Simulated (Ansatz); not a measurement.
Cartesian coordinates in Å:
```
Si -1.4037 -0.2673 0.8018
C -0.4776 -0.8789 -0.7003
C 1.0163 -0.6054 -0.4941
In 1.3245 1.5043 -0.0160
H -2.8832 -0.2054 0.6702
H -1.0466 -1.0314 2.0259
H -0.9113 1.1444 1.0325
H -0.8568 -0.3302 -1.5698
H -0.6925 -1.9386 -0.8858
H 1.4163 -1.2166 0.3188
H 1.5909 -0.8547 -1.3912
H 2.2562 2.0250 1.3417
H 0.6676 2.6547 -1.1337
```

Charge 0, multiplicity 1. In takes the def2 core potential.

Task: List the B3LYP/def2-TZVPP orbital energies in eV (Ansatz 0.2.0). (Estimate.)

Result: The calculation gave: Occupied: -1799.10, -276.83, -276.66, -143.66, -126.70, -99.00, -98.96, -98.94, -83.42, -83.10, -83.08, -20.95, -20.49, -20.33, -20.32, -20.24, -19.98, -16.64, -14.63, -12.35, -11.66, -10.88, -10.27, -9.63, -9.50, -8.68, -7.64, -6.86. Lowest empty: -1.49, -0.08, 0.56, 0.64, 0.98, 1.23, 1.30, 1.41.

B3LYP here is the variant with VWN-RPA as its local correlation; programs differ in this.
